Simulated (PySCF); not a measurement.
## What settings do to a single point of [Tl(OH)4]−

The sound run of [Tl(OH)4]− (singlet) uses PySCF 2.14.0, RKS TPSS, Tl def2-SVP with ECP60, O def2-SVP, H def2-SVP; non-relativistic Hamiltonian with scalar-relativistic core potentials where named; density fitting; no spin-orbit coupling, grid (50, 194), threshold 1e-8 Eh and 55 cycles, at the relaxed geometry:

```xyz
9

Tl    0.0000    0.0000    0.3386
O     2.1723   -0.3654    0.3361
H     2.4518    0.5725    0.3338
O     0.3654    2.1723    0.3361
H    -0.5725    2.4518    0.3338
O    -2.1723    0.3654    0.3361
H    -2.4518   -0.5725    0.3338
O    -0.3654   -2.1723    0.3361
H     0.5725   -2.4518    0.3338
```

There Tl1 has a Mulliken charge of 0.37 e and the dipole about the centre of mass is 0.00 D. Each run below changes one thing and starts from free metal ions and neutral atoms unless it says otherwise; with 55 cycles, smearing, a level shift and second-order steps follow where DIIS fails, and their cycles count. Energy shifts count from the sound run.

| change | outcome | cycles | energy shift (eV) | largest force component (eV/Å) | charge on Tl1 (e) | dipole about the centre of mass (D) |
| --- | --- | --- | --- | --- | --- | --- |
| all coordinates × 0.94 | converged | 8 | 0.91 | 3.41 | 0.36 | 0.00 |
| grid (30, 86) | converged | 8 | 0.31 | 0.06 | 0.36 | 0.00 |
| start from the bare core Hamiltonian, limit 92 cycles | converged | 11 | 0.0000 | 0.01 | 0.37 | 0.00 |

(1) How does the run with this change end: spin (2S) set to 1, limit 99 cycles?

Forces carry noise of the integration grid, about 0.01 to 0.03 eV/Å.

No frequency check is given that shows the relaxed geometry to be a minimum.

## Answers

(1) outcome refused.
